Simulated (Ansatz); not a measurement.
Job for Ansatz (a program for electronic structure): R-CCSDT(Q)/cc-pV(D+d)Z on AlCl (SMILES [Al][Cl]), 2S+1 = 1, a spin state set in the input, which need not be the lowest. Files ending in .json are basis or fitting sets from the Basis Set Exchange.

Ansatz 0.2 input:
```yaml
crystal:
  periodic: [false, false, false]
  atoms:
    - {symbol: Al, position_ang: [-0.00000000, -0.00000000, -1.22411198]}
    - {symbol: Cl, position_ang: [0.00000000, 0.00000000, 0.93608564]}
basis:
  gaussian:
    orbitals: cc-pV_D+d_Z.json
magnetization: {spin_polarized: false}
correlation: {method: ccsdt_q, electrons: outside_noble_gas}
scf: {omitted_lower_state_checks: [cluster_reference]}
```

### Question
Predict the final total energy.

### Answer
-701.7019 hartree (reference determinant -701.4886, T1 diagnostic 0.014).
